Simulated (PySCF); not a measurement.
C4H4N, SMILES C1=C[N]C=C1, multiplicity 2. Atoms are numbered in the order given.

```xyz
9

C      0.0000     0.6832     0.9860
C      0.0000     1.0633    -0.4272
N      0.0000     0.0000    -1.2488
C      0.0000    -1.0633    -0.4272
C      0.0000    -0.6832     0.9860
H      0.0000     1.3598     1.8411
H      0.0000     2.0838    -0.8238
H      0.0000    -2.0838    -0.8238
H      0.0000    -1.3598     1.8411
```
Charge 0, spin multiplicity 2.

The structure is a stationary point at r2SCAN-D4/def2-SVP. The isomer is the one that the SMILES or the coordinates give; other isomers of the formula were not compared.

Two levels are set side by side: PBE/pcH-1 (PySCF) and PBE0/pcH-1 (PySCF). Contact hyperfine couplings, same geometry. Differences are taken from unrounded values.

```
quantity                       PBE0
----------------------------  -----
A(iso) of 13C, atom C1 (MHz)   -9.1
A(iso) of 13C, atom C2 (MHz)   49.6
A(iso) of 14N, atom N3 (MHz)   -8.9
A(iso) of 13C, atom C4 (MHz)   49.6
A(iso) of 13C, atom C5 (MHz)   -9.1
A(iso) of 1H, atom H6 (MHz)    -9.9
A(iso) of 1H, atom H7 (MHz)   -41.9
A(iso) of 1H, atom H8 (MHz)   -41.9
A(iso) of 1H, atom H9 (MHz)    -9.9
```

Problem. What does PBE give, and how far is it from PBE0? (An estimate is asked for; the answer gives what the named calculation found.)

Solution. 
```json
[
 {"quantity": "A(iso) of 13C, atom C1 (MHz)", "PBE": "-7.3", "PBE minus PBE0": "1.8"},
 {"quantity": "A(iso) of 13C, atom C2 (MHz)", "PBE": "39.3", "PBE minus PBE0": "-10.3"},
 {"quantity": "A(iso) of 14N, atom N3 (MHz)", "PBE": "-5.2", "PBE minus PBE0": "3.7"},
 {"quantity": "A(iso) of 13C, atom C4 (MHz)", "PBE": "39.3", "PBE minus PBE0": "-10.3"},
 {"quantity": "A(iso) of 13C, atom C5 (MHz)", "PBE": "-7.3", "PBE minus PBE0": "1.8"},
 {"quantity": "A(iso) of 1H, atom H6 (MHz)", "PBE": "-9.1", "PBE minus PBE0": "0.7"},
 {"quantity": "A(iso) of 1H, atom H7 (MHz)", "PBE": "-35.5", "PBE minus PBE0": "6.4"},
 {"quantity": "A(iso) of 1H, atom H8 (MHz)", "PBE": "-35.5", "PBE minus PBE0": "6.4"},
 {"quantity": "A(iso) of 1H, atom H9 (MHz)", "PBE": "-9.1", "PBE minus PBE0": "0.7"}
]
```

Rough cost on one machine, each run with all the roots and properties that it gave: PBE0 against PBE about 1/2.
